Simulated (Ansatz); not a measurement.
Reaction (formal loss of a carbene): `CC(F)OCCF` → `FCCOCF` + `[CH2]` (triplet)

Program: Ansatz. Geometries: PBE0-D4/def2-TZVP. ΔE: electronic, gas phase. CCSD(T)/CBS adds triple-zeta CCSD(T) − MP2 to the extrapolated MP2 energy (def2 sets, frozen cores). This one scheme is used for every species. Functionals use def2-TZVPP. B3LYP here is the variant with VWN-RPA as its local correlation; programs differ in this. Triplets are unrestricted, without spin–orbit coupling. Each species was taken in one conformer, which may not be the lowest.

```
             level  ΔE (eV)  difference from CCSD(T)/CBS
         r2SCAN-D4     4.52                        -0.23
           PBE0-D4     4.70                        -0.05
           ωB97M-V     4.78                         0.03
               PBE     4.71                        -0.04
              PBE0     4.64                        -0.11
             B3LYP     4.55                        -0.20
SCS-MP2/def2-TZVPP     4.75                         0.00
CCSD(T)/def2-TZVPP     4.63                        -0.12
SCS-MP2/def2-QZVPP     4.83                         0.08
    CCSD/CBS(def2)     4.63                        -0.12
       CCSD(T)/CBS     4.75                            0
```

Largest T1 diagnostic among the species: 0.011.

The D4 term adds +0.11 eV with B3LYP and +0.06 eV with PBE0; it sums over pairs of atoms, weighted by their polarisabilities, and B3LYP, whose exchange is more repulsive, gets the larger term. In def2-TZVPP, CCSD(T) changes the Hartree–Fock value by +1.42 eV (the triples alone add +0.12 eV) and MP2 by +1.54 eV. From PBE to PBE0 (25 % exact exchange), in def2-TZVPP and without D4, ΔE moves by −0.07 eV.
